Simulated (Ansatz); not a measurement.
Z-matrix (Å, degrees):
```
O
Nb 1 1.668
```

Total charge 0; spin multiplicity 2. Nb takes the def2 core potential.

List the PBE0/def2-TZVPP orbital energies in eV (Ansatz 0.2.0). (Best estimate.)

The calculation gave: α occupied: -522.95, -65.43, -40.66, -39.72, -39.35, -24.68, -10.28, -10.13, -10.10, -5.95, -5.52. α empty: -2.30, -2.02, -1.54, -0.90, 0.15, 0.45, 1.46, 2.32. β occupied: -523.01, -64.83, -40.40, -38.72, -38.43, -24.79, -10.25, -10.17, -10.15, -5.24. β empty: -2.33, -1.66, -1.49, -1.17, -0.66, 0.38, 0.69, 1.58. ⟨S²⟩ = 1.641.
